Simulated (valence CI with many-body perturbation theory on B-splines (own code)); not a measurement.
## E1 line list for Ir⁷²⁺

Level of theory: relativistic CI+MBPT: three valence electrons over a frozen Dirac-Fock core [He], a basis of 11 s, 11 p, 9 d, 7 f, 5 g, 2 h, 1 i functions for each j, with the one-electron correlation potential Σ1 (screened to all orders), the two-electron term Σ2, the three-electron term Σ3, Breit, model QED; selected single and double excitations, second order for the rest (own B-spline code, finite nucleus).

No measured spectrum was set against this ion. As an estimate, large intervals hold to a few tenths of a per cent, small ones and those within an open d or f shell to about a per cent.

Lines 51 to 100 of 290 in falling wavelength, among levels below 119460 × 10³ cm⁻¹, chosen from the strongest by gf and those to the six lowest levels. Wavelengths and rates use the calculated energies. Electric multipoles are in the length gauge, E1 and E2 with the static RPA response of the core. Weak lines are less certain than strong ones. Lines between different terms over intervals too small for the method are left out, as are lines whose strength nearly cancels. The highest levels of a list are the least certain.

Levels are named by their leading jj configuration (3d3/2^4 stands for four electrons in 3d with j = 3/2), which in mixed levels can hold well under half, so a name can repeat and another be missing. Letters in brackets count levels of one name in rising energy.

| λ vac (Å) | Upper | Lower | A (s⁻¹) | S (a.u.) |
| --- | --- | --- | --- | --- |
| 20.36 | (2s 2p3/2 3p3/2) J=1/2 [a] | (2s 2p3/2 3s) J=3/2 [a] | 1.83e+12 | 1.53e-02 |
| 20.31 | (2p1/2^2 3p3/2) J=3/2 | (2p1/2^2 3s) J=1/2 | 1.94e+12 | 3.20e-02 |
| 20.25 | (2s 2p1/2 3p3/2) J=3/2 [a] | (2s 2p1/2 3s) J=1/2 [a] | 1.98e+12 | 3.24e-02 |
| 20.23 | (2s 2p3/2 3p3/2) J=3/2 [b] | (2s 2p3/2 3s) J=3/2 [b] | 9.58e+11 | 1.56e-02 |
| 20.20 | (2s^2 3p3/2) J=3/2 | (2s^2 3s) J=1/2 | 2.15e+12 | 3.50e-02 |
| 20.13 | (2p1/2 2p3/2 3p3/2) J=5/2 [b] | (2p1/2 2p3/2 3s) J=3/2 [b] | 9.45e+11 | 2.28e-02 |
| 20.03 | (2p1/2 2p3/2 3p3/2) J=3/2 [b] | (2p1/2 2p3/2 3s) J=1/2 | 6.41e+11 | 1.02e-02 |
| 20.02 | (2s 2p1/2 3p3/2) J=5/2 | (2s 2p1/2 3s) J=3/2 | 1.87e+12 | 4.43e-02 |
| 19.98 | (2s 2p3/2 3p3/2) J=3/2 [b] | (2s 2p3/2 3s) J=1/2 | 1.26e+12 | 1.99e-02 |
| 19.98 | (2s 2p1/2 3p3/2) J=3/2 [b] | (2s 2p1/2 3s) J=3/2 | 1.03e+12 | 1.61e-02 |
| 19.84 | (2p1/2 2p3/2 3p3/2) J=5/2 [b] | (2p1/2 2p3/2 3s) J=5/2 | 9.96e+11 | 2.31e-02 |
| 19.84 | (2s 2p3/2 3p3/2) J=1/2 [b] | (2s 2p3/2 3s) J=1/2 | 1.81e+12 | 1.40e-02 |
| 19.68 | (2p1/2 2p3/2 3p3/2) J=3/2 [b] | (2p1/2 2p3/2 3s) J=3/2 [a] | 6.76e+11 | 1.02e-02 |
| 19.59 | (2s 2p3/2 3p3/2) J=5/2 [a] | (2s 2p3/2 3s) J=5/2 | 1.28e+12 | 2.85e-02 |
| 19.42 | (2p1/2 2p3/2 3p3/2) J=1/2 [b] | (2p1/2 2p3/2 3s) J=3/2 [b] | 1.93e+12 | 1.39e-02 |
| 8.464 | (2s^2 2p3/2) J=3/2 | (2s 2p1/2^2) J=1/2 | 6.03e+10 | 7.22e-05 |
| 6.321 | (2s 2p1/2 2p3/2) J=3/2 [a] | (2s^2 2p1/2) J=1/2 | 1.56e+11 | 7.80e-05 |
| 6.264 | (2s 2p3/2^2) J=5/2 | (2s^2 2p3/2) J=3/2 | 3.98e+12 | 2.90e-03 |
| 6.180 | (2p1/2 2p3/2^2) J=3/2 | (2s 2p1/2 2p3/2) J=1/2 | 1.02e+13 | 4.77e-03 |
| 6.117 | (2p1/2 2p3/2 3d5/2) J=5/2 [a] | (2s 2p1/2 3d5/2) J=5/2 [b] | 4.77e+12 | 3.23e-03 |
| 6.117 | (2p1/2 2p3/2^2) J=5/2 | (2s 2p1/2 2p3/2) J=3/2 [b] | 1.25e+13 | 8.50e-03 |
| 6.100 | (2p1/2 2p3/2 3d3/2) J=5/2 [a] | (2s 2p1/2 3d3/2) J=5/2 | 6.57e+12 | 4.41e-03 |
| 6.091 | (2p1/2 2p3/2 3s) J=3/2 [b] | (2s 2p1/2 3s) J=1/2 [b] | 9.80e+12 | 4.37e-03 |
| 6.091 | (2p1/2 2p3/2 3d5/2) J=9/2 | (2s 2p1/2 3d5/2) J=7/2 | 1.09e+13 | 1.22e-02 |
| 6.089 | (2p3/2^3) J=3/2 | (2s 2p3/2^2) J=3/2 | 2.62e+13 | 1.17e-02 |
| 6.086 | (2p1/2 2p3/2 3p3/2) J=7/2 | (2s 2p1/2 3p3/2) J=5/2 | 1.23e+13 | 1.09e-02 |
| 6.067 | (2s 2p3/2 3d5/2) J=7/2 [b] | (2s^2 3d5/2) J=5/2 | 1.45e+13 | 1.28e-02 |
| 6.065 | (2p1/2 2p3/2 3d5/2) J=5/2 [b] | (2s 2p1/2 3d5/2) J=3/2 | 5.17e+12 | 3.42e-03 |
| 6.057 | (2s 2p3/2 3p3/2) J=5/2 [b] | (2s^2 3p3/2) J=3/2 | 1.66e+13 | 1.09e-02 |
| 6.056 | (2p1/2 2p3/2 3d3/2) J=5/2 [b] | (2s 2p1/2 3d3/2) J=3/2 [b] | 1.08e+13 | 7.11e-03 |
| 6.053 | (2p1/2 2p3/2 3d5/2) J=7/2 [a] | (2s 2p1/2 3d5/2) J=5/2 [a] | 9.39e+12 | 8.22e-03 |
| 6.051 | (2p1/2 2p3/2 3d3/2) J=7/2 | (2s 2p1/2 3d3/2) J=5/2 | 1.09e+13 | 9.57e-03 |
| 6.048 | (2p1/2 2p3/2 3p3/2) J=5/2 [a] | (2s 2p1/2 3p3/2) J=3/2 [a] | 8.73e+12 | 5.72e-03 |
| 6.048 | (2p1/2 2p3/2 3p1/2) J=5/2 | (2s 2p1/2 3p1/2) J=3/2 | 1.23e+13 | 8.06e-03 |
| 6.044 | (2s 2p3/2 3d3/2) J=3/2 [b] | (2s^2 3d3/2) J=3/2 | 1.61e+13 | 7.02e-03 |
| 6.043 | (2p1/2 2p3/2 3p1/2) J=3/2 [b] | (2s 2p1/2 3p1/2) J=1/2 [b] | 1.24e+13 | 5.41e-03 |
| 6.042 | (2p1/2 2p3/2 3d5/2) J=7/2 [b] | (2s 2p1/2 3d5/2) J=5/2 [b] | 5.80e+12 | 5.05e-03 |
| 6.025 | (2s 2p3/2 3d3/2) J=5/2 [b] | (2s^2 3d3/2) J=3/2 | 1.54e+13 | 9.95e-03 |
| 6.019 | (2p1/2 2p3/2 3s) J=5/2 | (2s 2p1/2 3s) J=3/2 | 1.21e+13 | 7.84e-03 |
| 6.019 | (2s 2p3/2 3p1/2) J=1/2 | (2s^2 3p1/2) J=1/2 | 1.78e+13 | 3.83e-03 |
| 6.018 | (2s 2p3/2 3s) J=1/2 | (2s^2 3s) J=1/2 | 1.77e+13 | 3.81e-03 |
| 6.016 | (2p1/2 2p3/2 3d5/2) J=3/2 [b] | (2s 2p1/2 3d5/2) J=5/2 [b] | 9.01e+12 | 3.87e-03 |
| 6.015 | (2s 2p3/2 3p1/2) J=3/2 [b] | (2s^2 3p1/2) J=1/2 | 1.71e+13 | 7.34e-03 |
| 6.007 | (2p1/2 2p3/2 3p3/2) J=5/2 [b] | (2s 2p1/2 3p3/2) J=3/2 [b] | 5.84e+12 | 3.75e-03 |
| 6.006 | (2p1/2 2p3/2 3d5/2) J=7/2 [b] | (2s 2p1/2 3d5/2) J=7/2 | 6.33e+12 | 5.41e-03 |
| 6.006 | (2p1/2 2p3/2 3d3/2) J=3/2 [a] | (2s 2p1/2 3d3/2) J=3/2 [a] | 1.01e+13 | 4.31e-03 |
| 6.004 | (2p1/2 2p3/2 3d3/2) J=5/2 [a] | (2s 2p1/2 3d3/2) J=3/2 [a] | 5.72e+12 | 3.66e-03 |
| 6.003 | (2p1/2 2p3/2 3p3/2) J=5/2 [b] | (2s 2p1/2 3p3/2) J=5/2 | 6.04e+12 | 3.87e-03 |
| 6.003 | (2s 2p3/2 3d5/2) J=5/2 [b] | (2s^2 3d5/2) J=5/2 | 1.44e+13 | 9.20e-03 |
| 5.999 | (2p1/2 2p3/2 3p1/2) J=3/2 [a] | (2s 2p1/2 3p1/2) J=1/2 [a] | 7.37e+12 | 3.14e-03 |
